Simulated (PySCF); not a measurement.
Species: C6H11BO2.
Z-matrix (Å and degrees, PBE0-D3(BJ)/def2-SVP geometry), rows numbered from 1:
```
C 
C   1  1.3333
C   2  1.4974  1  124.81
C   3  1.5307  2  114.26  1   113.62
C   4  1.5216  3  110.93  2  -176.16
O   5  1.4096  4  112.42  3  -175.89
B   6  1.3579  5  120.13  4    27.32
O   7  1.3574  6  122.83  5     0.41
C   8  1.4102  7  120.70  6    -1.48
H   1  1.0952  2  121.45  3     0.58
H   1  1.0929  2  121.57  3  -179.67
H   2  1.0972  1  118.51  3   179.74
H   3  1.1061  2  109.35  1  -124.57
H   3  1.1027  2  109.25  1    -8.46
H   4  1.1054  3  108.35  2   -57.90
H   5  1.1019  4  110.40  3    63.66
H   5  1.1061  4  109.82  3   -54.10
H   7  1.2047  6  118.63  5  -179.58
H   9  1.1007  4  110.89  3   -66.17
H   9  1.1067  4  109.77  3    52.04
```

The closed-shell ground state was solved at several levels (PySCF, density fitting, gas phase, non-relativistic).

```
              level  basis functions  HOMO (eV)  LUMO (eV)  gap (eV)  dipole (D)
CAM-B3LYP/def2-SVPD              274      -9.12       0.91     10.03        3.05
   wB97X-D/pcSseg-1              208      -9.64       1.80     11.44        3.12
```

**Question.** What might PBE0/pcSseg-1 (208 basis functions) give for the same quantities?

**Answer.** HOMO -7.77 eV, LUMO -0.02 eV, gap 7.75 eV, dipole 3.08 D.

**Question.** Over all these levels, which gives the widest orbital gap and which the narrowest?

**Answer.** wB97X-D/pcSseg-1 (range-separated hybrid) has the widest, 11.44 eV, and PBE0/pcSseg-1 (global hybrid, 25 % exact exchange) the narrowest, 7.75 eV. The two share the basis. From the narrowest to the widest the HOMO moves by -1.87 eV and the LUMO by +1.82 eV.

**Question.** How far do the dipole and the HOMO energy spread over the levels?

**Answer.** The dipole runs from 3.05 to 3.12 D (mean 3.09 D) and the HOMO from -9.64 to -7.77 eV.

One conformer stands for the species.
